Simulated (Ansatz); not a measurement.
Wavefunction ladder for `C[N](C)[Sn]([Cl])([N](C)C)[N](C)C`

```xyz
29

C     1.271    1.952   -1.284
N     1.749    0.882   -0.442
C     2.905    1.234    0.345
Sn    0.464   -0.495    0.223
Cl    1.758   -2.289    0.987
N    -0.675   -0.948   -1.367
C    -0.028   -1.390   -2.580
C    -1.953   -1.579   -1.141
N    -0.631    0.050    1.814
C    -1.395    1.270    1.718
C    -1.210   -0.930    2.697
H     0.386    1.638   -1.843
H     1.012    2.862   -0.719
H     2.043    2.233   -2.014
H     2.718    2.072    1.034
H     3.246    0.380    0.935
H     3.732    1.529   -0.314
H     0.149   -2.476   -2.604
H     0.936   -0.889   -2.706
H    -0.649   -1.139   -3.450
H    -2.400   -1.220   -0.210
H    -2.645   -1.329   -1.956
H    -1.892   -2.677   -1.087
H    -1.492    1.734    2.709
H    -2.415    1.119    1.328
H    -0.894    1.994    1.070
H    -0.584   -1.823    2.745
H    -1.281   -0.524    3.715
H    -2.225   -1.240    2.398
```

The species carries charge 0 and has multiplicity 1. Correlated methods include outer-core shells of Sn, which these sets cover unevenly. Sn: def2 effective core potential. Geometry: relaxed with PBE0-D4/def2-TZVP. It is one conformer, not always the lowest. Frozen core, restricted reference, Ansatz 0.2.0.

```
     basis      HF (Eh)  MP2 corr.  CCSD corr.       (T)  CCSD(T) total
  def2-SVP  -1073.44875          ?           ?  -0.05293              ?
def2-TZVPP  -1074.06643   -2.21522    -2.30077         ?              ?
def2-QZVPP  -1074.10138          ?           –         –              –
```

Problem. Fill in the withheld values. (An estimate is asked.)

Solution. Computed: def2-SVP MP2 corr.: -1.62304; def2-SVP CCSD corr.: -1.74534; def2-SVP CCSD(T) total: -1075.24702; def2-TZVPP (T): -0.09359; def2-TZVPP CCSD(T) total: -1076.46079; def2-QZVPP MP2 corr.: -2.55898.
